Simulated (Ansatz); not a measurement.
AlH9N2Si2, SMILES `[NH2][Al]([NH2])[SiH2][SiH3]`. The species carries charge 0 and has multiplicity 1. Geometry: relaxed with PBE0-D4/def2-TZVP. It is one conformer, not always the lowest.

```xyz
14

N    -1.159   -2.461    0.995
Al   -0.534   -0.813    0.839
N    -1.248    0.511    1.772
Si    1.292   -0.278   -0.691
Si    0.890    1.799   -1.687
H    -0.787   -3.246    0.486
H    -1.914   -2.759    1.589
H    -1.997    0.437    2.441
H    -0.940    1.467    1.702
H     1.457   -1.295   -1.771
H     2.601   -0.186    0.021
H     1.997    2.247   -2.576
H    -0.362    1.747   -2.492
H     0.704    2.830   -0.628
```

(1) What is the dipole moment at r2SCAN/def2-TZVPP? (Estimate.)

(2) And with PBE, B3LYP, ωB97M-V? (Best estimate.)

(3) Give the Mulliken charges with r2SCAN, B3LYP, ωB97M-V in def2-TZVPP. (Best estimate.)

## Answers

(1) Ansatz gave: 1.94 D, with components (-1.25, -0.79, 1.25) D in this frame, pointing from negative to positive charge.

(2) Computed: PBE 1.94 D, B3LYP 1.90 D, ωB97M-V 1.93 D.

(3) Computed: 
```csv
atom,r2SCAN,B3LYP,ωB97M-V
N1,-0.48,-0.42,-0.37
Al2,0.58,0.50,0.50
N3,-0.48,-0.42,-0.37
Si4,0.00,0.02,-0.08
Si5,0.16,0.15,0.04
H6,0.15,0.13,0.11
H7,0.14,0.12,0.10
H8,0.14,0.12,0.10
H9,0.15,0.13,0.11
H10,-0.08,-0.07,-0.03
H11,-0.07,-0.07,-0.02
H12,-0.07,-0.06,-0.02
H13,-0.07,-0.06,-0.02
H14,-0.08,-0.07,-0.03
```

B3LYP here is the variant with VWN-RPA as its local correlation; programs differ in this.
